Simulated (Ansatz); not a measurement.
MoOF4, relaxed as a singlet with RKS PBE-D4/def2-SVP in Ansatz, starting from the GFN2-xTB geometry. Force threshold 0.02 eV/Å.

In the def2 sets Mo takes a core potential; there is no spin–orbit coupling.

Start:

```tsv
atom	x (Å)	y (Å)	z (Å)
Mo1	-0.018	-0.006	0.018
O2	-1.152	-0.386	1.132
F3	1.346	0.579	0.948
F4	-0.323	1.673	-0.376
F5	-0.761	-0.383	-1.523
F6	0.908	-1.477	-0.199
```

```csv
step,energy (eV),largest force component (eV/Å),SCF passes
1,-14754.8533,4.274,28
2,-14755.6886,0.684,37
3,-14755.7172,0.166,30
4,-14755.7177,0.086,32
5 (rejected),-14755.7177,0.123,31
6,-14755.7178,0.002,26
```

Force components are those of the run's own axes.

End:

```xyz
6

Mo   -0.030   -0.010    0.029
O    -1.185   -0.397    1.165
F     1.417    0.610    1.007
F    -0.347    1.767   -0.393
F    -0.810   -0.407   -1.604
F     0.954   -1.563   -0.205
```

By distances, no bond broke or formed. The bond that changes most is Mo1–F6, from 1.75 to 1.85 Å (atoms count from 1).

No frequencies were taken in this run, so the end may be a saddle point.

Run time 7 s (4 threads of Arm Neoverse V2 on a shared host).
